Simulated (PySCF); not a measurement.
Isomers of C2H11BN2. Method used: PySCF 2.14.0, PBE0-D3(BJ)/def2-SVP geometry optimisation, gas phase. Energies are electronic, without zero-point or thermal terms, for one conformer each. No frequencies were run at this level. Point groups hold within 0.08 Å.

**Question.** Rank from lowest to highest electronic energy at this level (kJ/mol).
A. `[CH3:1][NH:2][BH2-:3][NH2+:4][CH3:5]` with C1–N2–B3–N4 103°, N2–B3–N4–C5 -179°
B. `[CH3:1][NH+:2]([CH3:3])[BH2-:4][NH2:5]` with C1–N2–B4–N5 58°, N2–B4–N5–H 114° and -118°
C. `[BH3-:1][NH2+:2][CH2:3][CH2:4][NH2:5]` with B1–N2–C3–C4 -174°, N2–C3–C4–N5 59°, C3–C4–N5–H -72° and 53°

**Answer.** B (0.0), A (18.5), C (85.3).

```json
{"SMILES": "C[NH+](C)[BH2-]N", "E (Eh)": "-216.79752", "E rel (kJ/mol)": "0.0", "dipole (D)": "3.53", "point group": "C1", "A, B, C (MHz)": "7722, 3327, 2593"}
{"SMILES": "CN[BH2-][NH2+]C", "E (Eh)": "-216.79047", "E rel (kJ/mol)": "18.5", "dipole (D)": "4.22", "point group": "C1", "A, B, C (MHz)": "13827, 2066, 2008"}
{"SMILES": "[BH3-][NH2+]CCN", "E (Eh)": "-216.76504", "E rel (kJ/mol)": "85.3", "dipole (D)": "4.91", "point group": "C1", "A, B, C (MHz)": "11525, 2381, 2184"}
```
